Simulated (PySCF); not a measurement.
Isomers C8H8:

A. bicyclo[2.2.2]octa-2,5,7-triene (SMILES C12C=CC(C=C1)C=C2)
B. SMILES C=CCC#CC#CC
C. SMILES CC#CC1C=CC=C1

Spectrum 1. ¹³C{¹H} NMR (computed): δ 146.1 (CH), 139.4 (CH), 84.6 (C), 77.0 (C), 46.6 (CH), 4.8 (CH3).

Spectrum 2. ¹³C{¹H} NMR (computed): δ 149.9 (CH), 53.8 (CH).

Spectrum 3. ¹³C{¹H} NMR (computed): δ 142.3 (CH), 123.3 (CH2), 79.7 (C), 78.3 (C), 75.5 (C), 72.6 (C), 28.9 (CH2), 5.5 (CH3).

Theory: spin–spin couplings from B3LYP/pcJ-1 (spin–dipole term left out of most H,H and C,H couplings), geometry from GFN2-xTB, shieldings: GIAO PBE0/pcSseg-1, in PySCF 2.14.0 with density-fitted response routines (one conformer, one averaged value for each set of equivalent atoms, non-relativistic, in vacuum).

References, each an isolated molecule treated in the same way: ¹³C (σref 186.93) against TMS. Shifts are as computed. Against solution values, carbons near 30 ppm lie about +3 ppm off and those near 130 ppm about +5 ppm. Of 1211 compounds with measured shifts, 218 miss one by over three times the rms of a fit or turn the order of signals round; such compounds aren't used in these exercises.

Which spectrum belongs to which compound?

Answers

1–C, 2–A, 3–B.

- Spectrum 1 (C): 6 ¹³C signals; δC 146.1 is an alkene CH; δC 139.4 is an alkene CH.
- Spectrum 2 (A): 2 ¹³C signals; δC 149.9 is an alkene CH; δC 53.8 is an allylic sp3 CH.
- Spectrum 3 (B): 8 ¹³C signals; δC 142.3 is an alkene CH; δC 123.3 is a terminal =CH2 carbon.
